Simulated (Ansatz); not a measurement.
`[F][GeH]([F])[SiH3]`, charge 0, multiplicity 1.

(1) Give a relaxed structure at PBE0-D4/def2-TZVP (Ansatz 0.2.0). (Estimate.)

Results:

(1) Computed: 
Cartesian coordinates in Å:
```
F -1.158 -1.984 -0.343
Ge -0.199 -0.916 0.632
F -1.279 -0.415 1.894
Si 0.358 0.998 -0.681
H 0.868 -1.794 1.305
H 1.207 0.556 -1.814
H 1.106 1.950 0.177
H -0.902 1.605 -1.169
```
Point group Cs.
